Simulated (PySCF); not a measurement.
# Ga: electron affinity

Ga⁻ [Ar] 3d10 4s2 4p2 (3P) → Ga [Ar] 3d10 4s2 4p1 (2P), as a difference of total energies. Computed with PySCF 2.14 in x2c-QZVPPall with one added diffuse shell each of s, p, d, f type (12s8p6d5f1g, 110 functions), with scalar relativity by spin-free X2C-1e. Correlated levels: valence: [Ar] 3d10 frozen; valence and next inner shell: [Ne] frozen. The calculations carry no spin-orbit coupling.

| method | electron affinity (eV) | plus first-order spin-orbit estimate | error of that sum (eV) |
| --- | --- | --- | --- |
| UHF | -0.064 | -0.090 | -0.391 |
| LDA | 0.579 | 0.553 | +0.252 |
| PBE | 0.482 | 0.457 | +0.156 |
| PBE0 | 0.415 | 0.390 | +0.089 |
| r2SCAN | 0.502 | 0.476 | +0.175 |
| r2SCANh | 0.483 | 0.458 | +0.157 |
| LC-wPBE | 0.299 | 0.274 | -0.027 |
| M06-L | 0.190 | 0.165 | -0.136 |
| MP2 (valence) | 0.259 | 0.234 | -0.067 |
| SCS-MP2 (valence) | 0.157 | 0.131 | -0.170 |
| MP2 (valence and next inner shell) | 0.257 | 0.232 | -0.069 |
| SCS-MP2 (valence and next inner shell) | 0.147 | 0.121 | -0.180 |

Reference: 0.301 eV (measured; photodetachment measurements, as compiled on the Wikipedia data page of electron affinities).

A first-order spin-orbit estimate (lowest level to lowest level, LS coupling) adds -0.025 eV.

Errors of the correlated levels include the incompleteness of this basis and the frozen core.

A negative affinity means that the anion lies above the atom at that level of theory.

In the anion the highest occupied orbital energy is positive at LDA, PBE, PBE0, r2SCAN, r2SCANh, M06-L, a self-interaction effect; the basis confines that electron, and the energy difference can still be sensible.
